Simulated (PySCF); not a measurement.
**Indirect couplings**

Geometry:
| atom | x (Å) | y (Å) | z (Å) |
| --- | --- | --- | --- |
| C1 | -3.128 | 0.258 | -0.356 |
| C2 | -1.882 | -0.585 | -0.139 |
| C3 | -0.585 | 0.202 | -0.275 |
| C4 | 0.672 | -0.636 | -0.048 |
| B5 | 2.008 | 0.190 | -0.154 |
| O6 | 2.974 | -0.226 | -1.026 |
| O7 | 2.142 | 1.302 | 0.631 |
| H8 | -3.181 | 1.085 | 0.370 |
| H9 | -4.048 | -0.337 | -0.252 |
| H10 | -3.135 | 0.707 | -1.363 |
| H11 | -1.871 | -1.425 | -0.856 |
| H12 | -1.915 | -1.051 | 0.863 |
| H13 | -0.595 | 1.049 | 0.433 |
| H14 | -0.550 | 0.658 | -1.282 |
| H15 | 0.630 | -1.080 | 0.965 |
| H16 | 0.703 | -1.482 | -0.754 |
| H17 | 3.770 | 0.313 | -1.043 |
| H18 | 2.972 | 1.779 | 0.531 |

Couplings: B3LYP/pcJ-1 (spin–dipole term only in couplings to heteroatoms) in PySCF 2.14.0 with density-fitted response routines, geometry PBE0-D3(BJ)/def2-SVP; gas phase, one conformer, non-relativistic. Couplings are averaged over pairs made equivalent by symmetry, fast rotation or ring inversion, so a value needn't be that of the named pair in this geometry, while other rotamers aren't included; one pair stands for each set, and the list holds a selection of those of at least 0.8 Hz over up to four bonds, among pairs with at least one C or B or H atom (others weren't computed).

Isotopes: ¹³C, ¹H, ¹⁷O, ¹¹B. Couplings to quadrupolar nuclei such as 17O and 33S are rarely resolved in practice.

| pair | bonds | J (Hz) |
| --- | --- | --- |
| C1, C2 | 1 | ? |
| C1, H8 | 1 | 131.0 |
| C2, C3 | 1 | 36.4 |
| C2, H11 | 1 | 129.8 |
| C3, C4 | 1 | ? |
| C3, H13 | 1 | 130.3 |
| C4, B5 | 1 | 76.4 |
| C4, H15 | 1 | 123.4 |
| B5, O6 | 1 | -1.1 |
| O6, H17 | 1 | ? |
| C2, C4 | 2 | -0.9 |
| C2, H8 | 2 | ? |
| C2, H13 | 2 | -3.3 |
| C3, B5 | 2 | -1.5 |
| C4, O6 | 2 | -13.6 |
| C4, H13 | 2 | -2.1 |
| B5, H15 | 2 | -7.2 |
| H11, H12 | 2 | ? |
| H13, H14 | 2 | -14.8 |
| C1, C4 | 3 | ? |
| C1, H13 | 3 | 2.6 |
| C4, H17 | 3 | ? |
| O6, H15 | 3 | -2.8 |
| O6, H18 | 3 | -1.8 |
| H13, H15 | 3 | 4.1 |
| H13, H16 | 3 | ? |

**Question.** Estimate the withheld couplings, with signs.

**Answer.** 
- ¹J(C1,C2) = 36.9 Hz (bond length 1.520 Å)
- ¹J(C3,C4) = 33.6 Hz (bond length 1.529 Å)
- ¹J(O6,H17) = -78.9 Hz (bond length 0.962 Å)
- ²J(C2,H8) = -3.4 Hz
- ²J(H11,H12) = -14.7 Hz (angle at C2 106°)
- ³J(C1,C4) = 5.5 Hz (dihedral angle 180°)
- ³J(C4,H17) = 6.6 Hz (dihedral angle 180°)
- ³J(H13,H16) = 16.4 Hz (dihedral angle 179°)
